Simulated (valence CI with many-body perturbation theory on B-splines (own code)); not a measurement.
# Os LXX: fill in the table

Method: valence CI with perturbative core correlation (CI+MBPT): five valence electrons over a frozen Dirac-Fock core [He], radial functions for each j: 11 s, 11 p, 10 d, 8 f, 5 g, 2 h, with the one-electron correlation potential Σ1 (screened to all orders), the two-electron term Σ2, the three-electron term Σ3, Breit, model QED; selected single and double excitations, second order for the rest, scaled by the run's own slope (own B-spline code, finite nucleus).

No measured spectrum was set against this ion. As an estimate, large intervals hold to a few tenths of a per cent, small ones and those within an open d or f shell to about a per cent. Among the levels kept, up to 7600 cm⁻¹ of a level comes from second order outside the variational space, and about a tenth of that is noise between levels of different J, which matters for small intervals.

```
                       Level  E (× 10³ cm⁻¹)
  (2s^2 2p1/2^2 2p3/2) J=3/2            0.00
  (2s^2 2p1/2 2p3/2^2) J=3/2           12683
  (2s^2 2p1/2 2p3/2^2) J=5/2           12869
  (2s^2 2p1/2 2p3/2^2) J=1/2               ?
  (2s 2p1/2^2 2p3/2^2) J=5/2           15599
  (2s 2p1/2^2 2p3/2^2) J=1/2               ?
  (2s 2p1/2^2 2p3/2^2) J=3/2               ?
        (2s^2 2p3/2^3) J=3/2           26027
(2s 2p1/2 2p3/2^3) J=3/2 [a]           28516
    (2s 2p1/2 2p3/2^3) J=5/2           28853
    (2s 2p1/2 2p3/2^3) J=1/2               ?
(2s 2p1/2 2p3/2^3) J=3/2 [b]           29469
     (2p1/2^2 2p3/2^3) J=3/2           32686
          (2s 2p3/2^4) J=1/2           42245
       (2p1/2 2p3/2^4) J=1/2               ?
     (2s^2 2p1/2^2 3s) J=1/2           74964
  (2s^2 2p1/2^2 3p1/2) J=1/2           75850
  (2s^2 2p1/2^2 3p3/2) J=3/2           79720
  (2s^2 2p1/2^2 3d3/2) J=3/2               ?
  (2s^2 2p1/2^2 3d5/2) J=5/2           81535
```

Levels are named by their leading jj configuration (3d3/2^4 stands for four electrons in 3d with j = 3/2), which in mixed levels can hold well under half, so a name can repeat and another be missing. Letters in brackets count levels of one name in rising energy.

**Question.** The levels stand in rising order. What does the calculation give for the missing energies?

**Answer.** (2s^2 2p1/2 2p3/2^2) J=1/2 13315; (2s 2p1/2^2 2p3/2^2) J=1/2 16489; (2s 2p1/2^2 2p3/2^2) J=3/2 16499; (2s 2p1/2 2p3/2^3) J=1/2 29406; (2p1/2 2p3/2^4) J=1/2 45621; (2s^2 2p1/2^2 3d3/2) J=3/2 80473.
